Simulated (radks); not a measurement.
The nuclear charge of neutral zinc is varied continuously with 30 electrons held in [Ar] 3d10 4s2. All-electron calculation, Dirac Kohn-Sham, PBEsol, spin-unpolarised, spherical densities, finite nucleus; Fermi nuclear charge, rms radius 3.9283 fm. Program: a radial shooting solver on a logarithmic mesh with Libxc functionals. By the Hellmann-Feynman theorem dE/dZ = E(electron-nucleus)/Z, the electronic potential at the nucleus (averaged over a nucleus of fixed radius).

| Z | E (hartree) | E(electron-nucleus)/Z (hartree) | HOMO | e(HOMO) (eV) | <r> HOMO (bohr) |
|---|---|---|---|---|---|
| 29.8 | -1765.91437 | -143.054 | 4s1/2 | -4.283 | 2.767 |
| 30 | -1794.65734 | -144.375 | 4s1/2 | -5.998 | 2.642 |
| 30.2 | -1823.66411 | -145.692 | 4s1/2 | -7.842 | 2.535 |
| 30.4 | -1852.93419 | -147.008 | 4s1/2 | -9.805 | 2.440 |
| 30.6 | -1882.46720 | -148.322 | 4s1/2 | -11.883 | 2.355 |
| 30.8 | -1912.26281 | -149.634 | 4s1/2 | -14.070 | 2.279 |
| 31 | -1942.32077 | -150.945 | 4s1/2 | -16.361 | 2.210 |

The central difference of E at Z = 30 is -144.374 hartree, to compare with the third column; the second derivative is -6.59 hartree.
